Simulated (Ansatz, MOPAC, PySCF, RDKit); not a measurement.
Pair of molecules: C2H4 (SMILES C=C) (first 6 atoms) with CH5N (SMILES CN); geometry from B3LYP-D3(BJ)/def2-TZVP, rigid monomers moved along the line of their centres of mass till H5···N8 is 2.23 Å.
(charge 0, multiplicity 1):
| atom | x (Å) | y (Å) | z (Å) |
|---|---|---|---|
| C | -0.6430 | 0.2606 | 0.0678 |
| C | 0.5421 | -0.1998 | 0.4439 |
| H | -0.9135 | 0.3668 | -0.9764 |
| H | -1.3948 | 0.5514 | 0.7920 |
| H | 0.8122 | -0.3058 | 1.4893 |
| H | 1.2868 | -0.4881 | -0.2898 |
| C | -0.6292 | 0.3227 | 3.7053 |
| N | 0.7245 | -0.2326 | 3.7208 |
| H | -1.2940 | -0.3707 | 3.1881 |
| H | -0.6268 | 1.2542 | 3.1375 |
| H | -1.0576 | 0.5293 | 4.6949 |
| H | 0.7493 | -1.1082 | 4.2292 |
| H | 1.3677 | 0.3981 | 4.1837 |

Monomers are frozen at their geometry in the pair; levels with a basis set take the counterpoise correction. Rows marked so take none.

Rows in 6-31G* carry no dispersion term and start afresh at each structure (6-31G* with six Cartesian d functions). The state that AM1 reach isn't checked.

Run with Ansatz (Gaussian basis) for Hartree–Fock, density functionals and correlated methods; MOPAC for AM1 (differences of heats of formation); PySCF for 6-31G* rows; RDKit for the force fields. Each number belongs to the level named beside it.

**Question.** One of these levels gives 142.2 meV for the interaction energy. Name it.
A. wB97M-V/def2-TZVPPD
B. BP86/6-31G* (no counterpoise)
C. AM1
D. MMFF94

**Answer.** D, MMFF94. The others give 66.8 (AM1), -23.9 (BP86/6-31G* (no counterpoise)), -51.4 (wB97M-V/def2-TZVPPD)

Ansatz is a quantum-chemistry and plane-wave program.
